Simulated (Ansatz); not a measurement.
Input file for Ansatz (an electronic-structure program): R-B3LYP/def2-TZVPP on H3NZn (SMILES [NH2][ZnH]), atoms moved off the minimum.

Ansatz 0.2 input:
```yaml
crystal:
  periodic: [false, false, false]
  atoms:
    - {symbol: Zn, position_ang: [-0.28792376, -0.08315225, -0.46712212]}
    - {symbol: H, position_ang: [-1.30040010, -0.33287382, -1.48585437]}
    - {symbol: N, position_ang: [0.92178035, -0.00659061, 0.93535259]}
    - {symbol: H, position_ang: [1.29513751, -0.42761984, 1.80520120]}
    - {symbol: H, position_ang: [0.83355653, 0.91401527, 1.37725186]}
basis:
  gaussian:
    orbitals: def2-TZVPP
hamiltonian:
  xc: {name: B3LYP}
scf: {lower_state_search: off}
output: {forces: true}
```

Output:

```
WARN ansatz: RAYON_NUM_THREADS=2 ignored (pool sized by the plan → 2); use --threads N
Functional definition: B3LYP
these checks for a lower state are left out or cut short: stability, starts, cluster_reference, orbital_swaps, neighbouring_geometries, increment
integrals: 0.05 GiB planned
896 factors; their error is unknown
mean field: 0.48 GiB planned
mean field evaluation 1: about -49950.4404 eV, gradient 7.8e1 eV
mean field evaluation 2: about -49901.8795 eV, gradient 1.6e2 eV
mean field evaluation 4: about -49960.2354 eV, gradient 1.0e1 eV
mean field evaluation 8: about -49960.3353 eV, gradient 1.2e-1 eV
mean field evaluation 16: about -49960.4008 eV, gradient 2.9e-4 eV
mean field -49960.40082365 eV, -1836.0108658931 hartree, gradient 3.0e-6 eV, S^2 0.000000; 0 other end points of the search recorded, 0 dependent functions left out
the calculation of the forces begins
reference -49960.40104104 eV, -1836.0108738820 hartree; 20, 20 occupied and 117, 117 virtual orbitals, 896 factors
Total energy: -49960.40104104 eV, -1836.0108738820 hartree
Atom 0 at    -0.287924    -0.083152    -0.467122 Å, force     0.906125    -0.726604     1.478994 eV/Å
Atom 1 at    -1.300400    -0.332874    -1.485854 Å, force    -0.541602     0.111421    -0.807468 eV/Å
Atom 2 at     0.921780    -0.006591     0.935353 Å, force     0.255114     1.212311     1.468922 eV/Å
Atom 3 at     1.295138    -0.427620     1.805201 Å, force    -0.522808    -0.965685    -1.410530 eV/Å
Atom 4 at     0.833557     0.914015     1.377252 Å, force    -0.096829     0.368556    -0.729919 eV/Å
Dipole moment:    -0.066770     0.141524     0.090859 e Å
Checks for a lower state left out: stability, starts, cluster_reference, orbital_swaps, neighbouring_geometries, increment
```

The calculation finished and met its thresholds.

Cost: very roughly 2.1 core-seconds.
